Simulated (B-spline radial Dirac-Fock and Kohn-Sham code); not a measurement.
## The free sulfur atom: differential elastic cross section for electrons at 375 eV

The computed values come from an atomic code on a B-spline grid: relativistic (Dirac) partial waves in the static field of the Dirac-Fock atom with Furness-McCarthy exchange, without polarisation or absorption potentials.

```tsv
θ (°)	dσ/dΩ (a₀²/sr)	Sherman function
0	47.6	0.000
10	21.2	0.000
20	4.22	0.000
30	1.30	0.000
40	0.630	0.001
50	0.349	0.003
60	0.208	0.005
70	0.133	0.006
80	0.0925	0.004
90	0.0735	-0.002
100	0.0724	-0.008
110	0.0873	-0.011
120	0.116	-0.010
130	0.154	-0.008
140	0.198	-0.006
150	0.241	-0.004
160	0.277	-0.003
170	0.300	-0.001
180	0.309	0.000
```

Problem. What integrated cross sections go with this distribution?

Solution. The total elastic cross section is 9.28 a₀², the first transport cross section 2.22 a₀² and the second, weighted with (3/2) sin²θ, 2.55 a₀². The mean deflection is ⟨1 − cos θ⟩ = 0.239, and 9.5 % of the collisions scatter beyond 90°.

On this grid of angles the cross section has a minimum near 100°, from interference among the few low partial waves with large phase shifts.

Phase shifts modulo π (rad) for κ = −1 to −5: 1.394, -0.209, -1.452, 1.036, 0.693.
